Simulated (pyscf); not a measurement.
`[CH2][AlH][OH]` [doublet] → `[CH3][Al][OH]` [doublet] (hydrogen shift; doublet surface; Al–H broken, C–H formed). Structures and frequencies: ωB97X-D3(BJ)/def2-SVP in PySCF. Correlated levels are frozen-core, on RHF or UHF. ΔMP2 is the change of the MP2 total energy from the triple- to the quadruple-zeta basis. Energies in kcal/mol from the reactant's lowest minimum found.

```csv
level,barrier,reaction energy
ωB97X-D3(BJ)/def2-TZVP,___,-16.0
PBE/def2-TZVP,30.2,-21.4
r²SCAN/def2-TZVP,34.8,-17.1
ωB97M-D3(BJ)/def2-TZVP,39.8,-15.7
MP2/def2-QZVPP,43.1,-19.5
CCSD/def2-TZVPP,42.1,-14.9
CCSD(T)/def2-TZVPP + ΔMP2(QZVPP),___,___
```

Fill in the missing entries.


- ωB97X-D3(BJ)/def2-TZVP, barrier: 41.4
- CCSD(T)/def2-TZVPP + ΔMP2(QZVPP), barrier: 39.3
- CCSD(T)/def2-TZVPP + ΔMP2(QZVPP), reaction energy: -16.4

One saddle was located; it need not be the lowest between these sides. The CCSD(T) − MP2 part came from Ansatz, without density fitting, on the same reference. A UHF reference is spin-contaminated (<S²> up to 0.86), which harms MP2 most.
